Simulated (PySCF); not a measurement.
Species: C7H11N.
Atom-mapped SMILES: `[H]/[N:2]=[CH:3]\[C@:4]12[CH2:5][C@:6]([CH3:7])([CH2:8]1)[CH2:9]2`

Probes without a nucleus sit at each ring's centroid and 1 Å off its mean plane on both sides; NICS is minus the shielding there, NICSzz its component along the normal. Level: GIAO PBE0/pcSseg-1 (PySCF, non-relativistic, gas phase) on the GFN2-xTB geometry, one conformer.

Ring bond lengths (Å), with Mayer bond orders in brackets: C4–C5 1.549 (0.92), C5–C6 1.541 (0.92), C6–C8 1.542 (0.92), C8–C4 1.541 (0.92); C4–C5 1.549 (0.92), C5–C6 1.541 (0.92), C6–C9 1.540 (0.92), C9–C4 1.549 (0.92).

**Question.** Give the NICS values of each ring in ppm.

**Answer.** 
```json
{"ring": "C4–C5–C6–C8", "type": "4-membered carbocycle; formal bonds all single", "NICS(0)": "-13.2", "NICS(1), two faces": "-4.8 / -31.2", "NICS(1)zz, two faces": "-3.5 / -22.6", "rms pucker (Å)": "0.31", "centre to ring atoms, mean (Å)": "1.05"}
{"ring": "C4–C5–C6–C9", "type": "4-membered carbocycle; formal bonds all single", "NICS(0)": "-13.4", "NICS(1), two faces": "-4.6 / -31.9", "NICS(1)zz, two faces": "-3.3 / -25.2", "rms pucker (Å)": "0.31", "centre to ring atoms, mean (Å)": "1.05"}
```

**Question.** What do they say, and how far can they be read as aromaticity?

**Answer.** 
- C4–C5–C6–C8: mean NICS(1)zz -13.1 ppm, shielded. C4, C5, C6, C8 have four or more neighbours, so the value isn't read as a sign of a π ring current. The two faces differ by 19.1 ppm, so no symmetry operation interchanges them.
- C4–C5–C6–C9: mean NICS(1)zz -14.2 ppm, shielded. C4, C5, C6, C9 have four or more neighbours; no verdict on aromaticity is drawn. The two faces differ by 21.9 ppm, so no symmetry operation interchanges them.

**Question.** At the first NICS(1) probe listed for ring C4–C5–C6–C9, 1 Å off the ring, how large is the induced field along the normal in 7.05 T applied along it?

**Answer.** NICSzz × B0 = -3.3 ppm × 7.05 T = -23 μT, against the applied field.

**Question.** Give the inner angles of the rings and the Hirshfeld charges of the ring atoms.

**Answer.** 
- C4–C5–C6–C8: C4 87.1° (+0.016 e), C5 74.5° (-0.075 e), C6 87.4° (+0.032 e), C8 74.7° (-0.078 e); sum 323.7° against 360° for a flat convex ring.
- C4–C5–C6–C9: C4 86.6° (+0.016 e), C5 74.5° (-0.075 e), C6 87.2° (+0.032 e), C9 74.5° (-0.075 e); sum 322.7° against 360° for a flat convex ring.

**Question.** What are the shieldings of the ring atoms and their hydrogens in the same run (means over atoms taken as equivalent)?

**Answer.** 
| atoms | environment | σ isotropic (ppm) |
| --- | --- | --- |
| C4 | sp3 carbon at a ring junction | 150.3 |
| C5 (×3) | four-membered-ring carbon | 133.3 |
| C6 | sp3 carbon at a ring junction | 151.3 |
| H on C5 (×6) | methylene hydrogen | 30.18 |

On Intel Xeon Platinum 8488C, one thread, no GPU, on a shared host, this took 28 s and 0.86 GiB of memory at its peak. This is the whole shielding run at PBE0/pcSseg-1, SCF included.

Conformer computed: `[H]/[N:2]=[CH:3]\[C@:4]12[CH2:5][C@:6]([CH3:7])([CH2:8]1)[CH2:9]2`: N2–C3–C4–C5 -59°.
